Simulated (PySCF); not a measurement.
# Electric field gradients and quadrupole coupling constants

Compound: C6H11FOSi.
Structure used (GFN2-xTB), in Å, numbered top down from 1:
```
atom  x, y, z in Å
C1    -2.822    0.240    0.315
C2    -1.727   -0.465   -0.478
C3    -0.387    0.249   -0.363
C4     0.261    0.163    1.043
Si5    1.914   -0.398    0.284
F6     2.474   -1.852    0.762
C7     3.498    0.673    0.341
O8     3.557    1.844    0.072
C9     0.739   -0.397   -1.213
H10   -2.973    1.250   -0.061
H11   -3.761   -0.301    0.232
H12   -2.553    0.303    1.366
H13   -1.618   -1.491   -0.119
H14   -2.015   -0.509   -1.532
H15   -0.513    1.294   -0.649
H16    0.227    1.095    1.601
H17   -0.205   -0.606    1.656
H18    4.421    0.135    0.649
H19    0.468   -1.397   -1.546
H20    1.009    0.181   -2.093
```

Field gradients from the PBE0/pcSseg-1 density (PySCF, non-relativistic), principal values in atomic units, ordered |Vxx| ≤ |Vyy| ≤ |Vzz|:

| atom | Vxx | Vyy | Vzz |
| --- | --- | --- | --- |
| O8 | 0.3543 | 1.8757 | -2.2300 |

Find the asymmetry η = (Vxx − Vyy)/Vzz and the couplings χ = eQV/h (234.96 MHz × Q in barn × V in au), with Q(17O) = −0.0256 b.

| atom | environment | nucleus | η | χzz (MHz) | χxx (MHz) | χyy (MHz) |
| --- | --- | --- | --- | --- | --- | --- |
| O8 | carbonyl oxygen | 17O | 0.68 | 13.41 | -2.13 | -11.28 |

The tensor is traceless: Vxx + Vyy + Vzz = 0.

What is Vzz at O8 in SI units (1 au = 9.71736 × 10²¹ V/m²)?

-2.2300 au = -21.669 × 10²¹ V/m².

And the gradient at the other heavy atoms, for which no coupling is worked out here?

```json
{"atom": "C1", "environment": "methyl carbon", "Vzz (au)": "0.049", "η": "0.03"}
{"atom": "C2", "environment": "chain CH2 carbon", "Vzz (au)": "-0.046", "η": "0.53"}
{"atom": "C3", "environment": "four-membered-ring carbon", "Vzz (au)": "-0.085", "η": "0.15"}
{"atom": "C4", "environment": "sp3 carbon bound to silicon", "Vzz (au)": "0.081", "η": "0.60"}
{"atom": "Si5", "environment": "fluorine-bound silicon", "Vzz (au)": "0.711", "η": "0.44"}
{"atom": "F6", "environment": "silicon-bound fluorine", "Vzz (au)": "1.244", "η": "0.07"}
{"atom": "C7", "environment": "carbonyl carbon", "Vzz (au)": "0.580", "η": "0.12"}
{"atom": "C9", "environment": "sp3 carbon bound to silicon", "Vzz (au)": "0.079", "η": "0.55"}
```

Were the hydrogens deuterons (Q(2H) = 0.00286 b), χzz would run from 177 kHz (H18) to 218 kHz (H16 and H20).

The structure is a single GFN2-xTB conformer in the gas phase; no vibrational or solvent corrections. GFN2-xTB bond lengths can be off by several hundredths of an ångström, more for odd bonds, and the gradients follow them. With a basis this small, the couplings can be 20 % off.

These values come from a run that also computed NMR shieldings. On an Arm Neoverse V1 with one thread, on a shared host, this took 48 s of wall time and 1.0 GiB of memory at its peak.
